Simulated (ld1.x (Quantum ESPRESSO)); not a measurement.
## scandium, TM: configuration errors across variants

* Element: scandium
* Generator: ld1.x (Quantum ESPRESSO) 7.5
* Type: norm-conserving Troullier–Martins (Kleinman–Bylander form)
* Functional: BLYP
* Relativity: scalar-relativistic
* Frozen core: [Ar]
* Valence charge: 3
* Reference configuration: 3d1.5 4s1.5 4p0
* Partial waves: 4s (bound): rc 2.25 bohr; 3d (bound): rc 2.35 bohr; 4p (bound, empty): rc 1.40 bohr
* Local potential: the p channel
* Core correction: none

All-electron excitation energies from the reference (eV): (1) 3d1 4s2 4p0 -0.676; (2) 3d1 4s1 4p0 6.148; (3) 3d1 4s0 4p0 19.055; (4) 3d2 4s0 4p0 6.938.

For the base: The 4p radius (1.40 bohr) lies inside the outermost node of the all-electron wave (1.51 bohr), which a nodeless pseudo-wave cannot match soundly.

Tests that are not counted but printed errors over 1 eV. “base”: 3d1 4s0 4p2 (solver errors, printed error -25.7 eV); 3d1 4s1 4p1 (an occupied level unbound or not found, printed error -2.1 eV); 1 more. “wave 4s (bound): rc 2.25 bohr becomes 4s (bound): rc 1.52 bohr”: 3d1 4s0 4p2 (solver errors, printed error -25.5 eV); 3d1 4s1 4p1 (an occupied level unbound or not found, printed error -2.1 eV). “wave 4s (bound): rc 2.25 bohr becomes 4s (bound): rc 1.74 bohr”: 3d1 4s0 4p2 (solver errors, printed error -23.4 eV); 3d1 4s1 4p1 (an occupied level unbound or not found, printed error -2.1 eV). “wave 4s (bound): rc 2.25 bohr becomes 4s (bound): rc 1.90 bohr”: 3d1 4s0 4p2 (solver errors, printed error -25.6 eV); 3d1 4s1 4p1 (an occupied level unbound or not found, printed error -2.1 eV). “wave 4s (bound): rc 2.25 bohr becomes 4s (bound): rc 2.18 bohr”: 3d1 4s0 4p2 (solver errors, printed error -25.7 eV); 3d1 4s1 4p1 (an occupied level unbound or not found, printed error -2.1 eV); 1 more.

A true bound ghost makes a file unfit for plane-wave use even where its test errors are small: the radial tests pick states by their node count and pass the ghost by. Where a test does run into it, the solver fails or the error is huge.

Errors AE − PS in meV (a dash: test not solved or not reliable):

| change | (1) | (2) | (3) | (4) | bound ghosts |
| --- | --- | --- | --- | --- | --- |
| base | +34 | +39 | +228 | +102 | s, d, p (extra level of the local part), f |
| wave 4s (bound): rc 2.25 bohr becomes 4s (bound): rc 1.52 bohr | +112 | +48 | +365 | +364 | d, s, p (extra level of the local part), f |
| wave 4s (bound): rc 2.25 bohr becomes 4s (bound): rc 1.74 bohr | +128 | +56 | +309 | +332 | d, s, p (extra level of the local part), f |
| wave 4s (bound): rc 2.25 bohr becomes 4s (bound): rc 1.90 bohr | +136 | +60 | +265 | +239 | s, d, p (extra level of the local part), f |
| wave 4s (bound): rc 2.25 bohr becomes 4s (bound): rc 2.18 bohr | +37 | +40 | +222 | +104 | s, d, p (extra level of the local part), f |
| wave 4s (bound): rc 2.25 bohr becomes 4s (bound): rc 2.46 bohr | +28 | +36 | +244 | +96 | s, d, p (extra level of the local part), f |
| wave 4s (bound): rc 2.25 bohr becomes 4s (bound): rc 3.36 bohr | +27 | +37 | +240 | +94 | s, d, p (extra level of the local part), f |

**Question.** Give the same row for: wave 4s (bound): rc 2.25 bohr becomes 4s (bound): rc 2.70 bohr.

**Answer.** +25, +35, +251, +92; bound ghosts: s, d, p (extra level of the local part), f. Not counted: 3d1 4s0 4p2 (solver errors, printed error -25.7 eV); 3d1 4s1 4p1 (an occupied level unbound or not found, printed error -2.1 eV); 1 more.
